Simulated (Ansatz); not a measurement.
Stretching the Ga1–F2 bond in GaF (multiplicity 1 held). Energies count from the point at 1.800 Å.


Signs of static correlation in cc-pVTZ, from Ansatz (a program for electronic structure) runs.

| R (Å) | T1 of restricted CCSD | ⟨S²⟩ of UHF | largest double amplitude of restricted CCSD |
|---|---|---|---|
| 1.440 | 0.013 | 0.000 | 0.090 |
| 1.620 | 0.015 | 0.000 | 0.093 |
| 1.800 | 0.017 | 0.000 | 0.092 |
| 1.980 | 0.019 | 0.000 | 0.089 |
| 2.161 | 0.022 | 0.000 | 0.081 |
| 2.431 | 0.026 | 0.000 | (withheld) |
| 2.701 | 0.031 | 0.000 | 0.080 |
| 3.151 | 0.041 | 0.000 | 0.097 |
| 3.601 | 0.055 | 0.961 | 0.099 |
| 4.141 | (withheld) | 1.002 | 0.115 |
| 4.861 | 0.206 | 1.014 | 0.411 |
| 5.761 | 0.043 | 1.016 | 0.100 |
| 7.202 | 0.011 | 1.016 | 0.100 |

Q: What belongs in the gaps?

A: 
- 2.431, largest double amplitude of restricted CCSD: 0.058
- 4.141, T1 of restricted CCSD: 0.087

Doubts at one or more of the structures used: T1 above 0.05 (R-CCSD(T)/cc-pVTZ, U-CCSD(T)/cc-pVTZ); a restricted determinant that unrestricted orbitals would lower (R-CCSD(T)/cc-pVTZ); a spin-contaminated determinant (U-CCSD(T)/cc-pVTZ).
